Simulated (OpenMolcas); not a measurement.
## Se2+: terms and fine structure

| Item | Value |
| --- | --- |
| Program | OpenMolcas |
| Method | XMS-RASPT2, IPEA 0.25 Eh, imaginary shift 0.1 Eh (closed shells correlated: 3d) |
| Basis | ANO-RCC-VTZP [6s5p3d1f] |
| Scalar Hamiltonian | DKH2, point nucleus |
| Active space | 4 electrons in 9 orbitals (RAS2 4s 4p; RAS3 4d, at most 2 electrons) |
| State averaging | 2S+1 = 3 even, 6 roots; 2S+1 = 1 even, 12 roots; 2S+1 = 5 odd, 1 root; 2S+1 = 3 odd, 8 roots; 2S+1 = 1 odd, 8 roots |
| Spin-orbit coupling | RASSI with atomic mean-field integrals over the reference wave functions, term energies averaged over their components |

With spin-orbit coupling, above the lowest level:

```json
{"Configuration": "4s2 4p2", "Term": "3P", "J": "0", "E (cm-1)": "0.0", "Measured (cm-1)": "0.0", "g": "", "Term weight %": "99", "Second": ""}
{"Configuration": "4s2 4p2", "Term": "3P", "J": "1", "E (cm-1)": "1540", "Measured (cm-1)": "1741", "g": "1.501", "Term weight %": "100", "Second": ""}
{"Configuration": "4s2 4p2", "Term": "3P", "J": "2", "E (cm-1)": "3580", "Measured (cm-1)": "3937", "g": "1.486", "Term weight %": "97", "Second": "3 1D"}
{"Configuration": "4s2 4p2", "Term": "1D", "J": "2", "E (cm-1)": "13240", "Measured (cm-1)": "13032", "g": "1.015", "Term weight %": "97", "Second": "3 3P"}
{"Configuration": "4s2 4p2", "Term": "1S", "J": "0", "E (cm-1)": "29000", "Measured (cm-1)": "", "g": "", "Term weight %": "99", "Second": ""}
{"Configuration": "4s 4p3", "Term": "5S*", "J": "2", "E (cm-1)": "64520", "Measured (cm-1)": "", "g": "2.001", "Term weight %": "100", "Second": ""}
{"Configuration": "4s 4p3", "Term": "3D*", "J": "1", "E (cm-1)": "90590", "Measured (cm-1)": "", "g": "0.509", "Term weight %": "99", "Second": ""}
{"Configuration": "4s 4p3", "Term": "3D*", "J": "2", "E (cm-1)": "90650", "Measured (cm-1)": "92723", "g": "1.173", "Term weight %": "98", "Second": ""}
{"Configuration": "4s 4p3", "Term": "3D*", "J": "3", "E (cm-1)": "91030", "Measured (cm-1)": "", "g": "1.334", "Term weight %": "100", "Second": ""}
{"Configuration": "4s 4p3", "Term": "3P*", "J": "2", "E (cm-1)": "105130", "Measured (cm-1)": "106515", "g": "1.479", "Term weight %": "94", "Second": "4 4s2 4p 4d 1D*"}
{"Configuration": "4s 4p3", "Term": "3P*", "J": "0", "E (cm-1)": "105160", "Measured (cm-1)": "106482", "g": "", "Term weight %": "100", "Second": ""}
{"Configuration": "4s 4p3", "Term": "3P*", "J": "1", "E (cm-1)": "105240", "Measured (cm-1)": "106591", "g": "1.492", "Term weight %": "99", "Second": ""}
```

Against the 7 measured excited levels shown (Moore, Atomic Energy Levels, vol. II, NSRDS-NBS 35 (1971 reprint of NBS Circular 467, 1952)) the mean absolute deviation is 980 cm-1; the largest miss in energy is 4s 4p3 3D* 2: computed 90650, measured 92723 cm-1 (-2.2 %), and the largest in proportion 4s2 4p2 3P1 (-11.5 %).

Spin-orbit coupling puts the lowest level 2704 cm-1 below the lowest spin-free term.

For 3P the intervals divided by the larger J are 1540.2, 1021.7 cm-1. Landé's interval rule makes them equal in pure LS coupling; they differ by 40 % of their mean. The multiplet is regular.

CASPT2 does not keep the components of a term degenerate, so their means are used; among the terms shown or strongly mixed into the levels shown the widest spread is 29 cm-1 (4s 4p3 3D*). The run also gave levels led by 4s 4p2 4d, 4s2 4p 4d, which use shells meant for correlation; these and all levels above them are left out. Some terms mix strongly with configurations of 4d, whose occupation reaches 0.19 (4s 4p3 3D*, 4s 4p3 3P*). Measured partners are found by configuration, term and J. A level has none where our copy of the source lacks it or the pairing is in doubt (some pairs that miss far off the trend of their configuration count as doubtful), and it then counts in no deviation. Only configurations of the active space appear. The first state left out of the spin-orbit step lies near 140000 cm-1 above the lowest spin-free state of the reference (among the parities and spins computed), and the list stops at four fifths of that energy or lower.

The term weight is that of the spin-free term in the level, not the purity of its configuration. * marks odd parity.
